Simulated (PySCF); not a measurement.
Vertical excitations of a molecule C₃H₃BFNO from PySCF with TDA-LC-ωPBE/def2-SVPD, as energy in eV (oscillator strength): 7.42 (0.003), 7.82 (0.013), 8.09 (0.008), 8.30 (0.016), 9.00 (0.011), 9.18 (0.003), 9.36 (0.034), 9.47 (0.009), 9.51 (0.043), 9.62 (0.017). Lowest triplet (TDA): 6.11 eV. Coordinates come from a B3LYP-D3(BJ)/def2-SVP optimisation. One conformer was computed; it need not be the lowest.

Which structure fits?
(A) N#C[C@@H]1COB1F
(B) C=CC1=NB(F)O1
(C) FB1C=COC=N1
(D) OB1N=CC=C1F

A, N#C[C@@H]1COB1F
